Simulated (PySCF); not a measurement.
**Se²⁺ (selenium, charge +2): M06-2X calculation**

Configuration: [Ar] 3d10 4s2 4p2, high-spin 3P determinant. Calculation: PySCF 2.14, in aug-cc-pVTZ-DK (7s6p4d2f, 59 functions); the spin-free X2C one-electron Hamiltonian (Gaussian nucleus).

```
Total energy                                                  : -2428.793 hartree
One-electron energy                                           : -3351.265 hartree
Hartree (Coulomb) energy                                      : 1010.599 hartree
Exchange-correlation energy                                   : -88.127 hartree
⟨S²⟩                                                          : 2.0039
⟨L²⟩                                                          : 2.010
Sum of ⟨r⟩                                                    : 19.82 bohr
Sum of ⟨r²⟩                                                   : 24.01 bohr²
Traceless quadrupole moment −½Σ⟨3z² − r²⟩ along its main axis : 1.68 e·bohr²
Langevin diamagnetic susceptibility                           : -19.0 ×10⁻⁶ cm³/mol
```

```
shell  electrons  mean orbital energy (hartree)  spread (hartree)  rms radius, mean of both spins (bohr)
 1s α          1                     -464.34807                 0                                 0.0508
 1s β          1                     -464.33997                 0                                 0.0508
 2s α          1                      -61.41032                 0                                  0.212
 2s β          1                      -61.40612                 0                                  0.212
 2p α          3                      -54.20370           0.00023                                  0.189
 2p β          3                      -54.19641           0.00839                                  0.189
 3s α          1                       -9.27605                 0                                  0.616
 3s β          1                       -9.26638                 0                                  0.616
 3p α          3                       -6.99313           0.00807                                  0.637
 3p β          3                       -6.98057           0.02498                                  0.637
 3d α          5                       -3.15090           0.01701                                  0.694
 3d β          5                       -3.14335           0.02514                                  0.694
 4s α          1                       -1.54050                 0                                   1.84
 4s β          1                       -1.38261                 0                                   1.84
 4p α          2                       -1.06321                 0                                   2.11
```

Densities and radii are taken from the X2C orbitals without a picture-change correction, which distorts them close to the nucleus.
